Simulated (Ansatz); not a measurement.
Reaction (formal exchange of groups at a B–C bond): `C=C(O)B(O)O` + `N=CF` → `OB(O)F` + `C=C(O)C=N`

Gas-phase electronic energies from Ansatz, PBE0-D4/def2-TZVP geometries. CCSD(T)/CBS is the MP2 limit (def2-TZVPP, def2-QZVPP) plus CCSD(T) − MP2 in def2-TZVPP, frozen cores. This one scheme is used for every species. DFT in def2-TZVPP. One conformer a species, not always the lowest.

| level | ΔE (eV) |
| --- | --- |
| PBE-D4 | -1.72 |
| revPBE | -1.69 |
| r2SCAN0 | -1.85 |
| CCSD(T)/def2-TZVPP | -1.81 |

What does CCSD(T)/CBS give? (Estimate.)

Computed: -1.82 eV. The listed levels differ from it by 0.10, 0.13, -0.03, 0.01 eV.

Largest T1 diagnostic among the species: 0.013.

From PBE to PBE0 (25 % exact exchange), in def2-TZVPP and without D4, ΔE moves by −0.06 eV. At CCSD(T), def2-SVP lies −0.04 eV from the extrapolated value and def2-TZVPP +0.01 eV.
